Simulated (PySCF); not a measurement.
**Excitation energy of Mn by level of theory**

Mn [Ar] 3d5 4s2 (6S) → Mn [Ar] 3d5 4s1 4p1 (8P), as a difference of total energies. Computed with PySCF 2.14 in aug-cc-pVQZ, with the non-relativistic Hamiltonian (point nucleus). Correlated levels: valence: [Ar] frozen. The calculations carry no spin-orbit coupling.

| method | excitation energy (eV) | difference from reference (eV) |
| --- | --- | --- |
| UHF | 1.082 | -1.221 |
| LDA | 2.321 | +0.018 |
| PBE | 2.094 | -0.209 |
| PBE0 | 1.951 | -0.352 |
| r2SCAN | 1.741 | -0.562 |
| TPSSh | 1.976 | -0.327 |
| M06-2X | 3.037 | +0.734 |
| r2SCANh | 1.756 | -0.547 |
| MP2 (valence) | 1.939 | -0.364 |
| SCS-MP2 (valence) | 2.289 | -0.014 |

Reference: 2.303 eV (measured; NIST levels, between the centres of gravity of the two terms).

These non-relativistic numbers lack the scalar-relativistic shift.
